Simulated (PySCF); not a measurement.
Ionisation energy of Ru(18+) by level of theory

Ru(18+) [Ar] 3d8 (3F) → Ru(19+) [Ar] 3d7 (4F), as a difference of total energies. Computed with PySCF 2.14 in an even-tempered Gaussian basis (17 s from 1.7 bohr⁻², ratio 2.5; 11 p from 2.2 bohr⁻², ratio 2.5; 8 d from 2.2 bohr⁻², ratio 2.5; 4 f from 11 bohr⁻², ratio 2.7; 4 g from 17 bohr⁻², ratio 2.7), with no relativity, point nucleus. Correlated levels: outer shells: [Ne] frozen; virtual orbitals above 40 to 60 times the deepest correlated orbital energy dropped. The calculations carry no spin-orbit coupling.

```csv
method,ionisation energy (eV)
UHF,786.89
LDA,788.82
PBE,788.37
PBE0,788.52
r2SCAN,789.11
revPBE,788.29
B97-3,788.76
MP2 (outer shells),788.49
SCS-MP2 (outer shells),788.42
```

Problem. How much does correlation contribute at MP2 (outer shells)?

Solution. 788.49 − (786.89) = 1.60 eV, measured against UHF.

A first-order spin-orbit estimate (lowest level to lowest level, LS coupling) adds -0.102 eV.

All relativistic terms are absent from these numbers, so their closeness to the reference says little about the methods.

For comparison: 784 ± 3 eV (theoretical estimate listed by NIST; NIST Atomic Spectra Database, ionization energies).
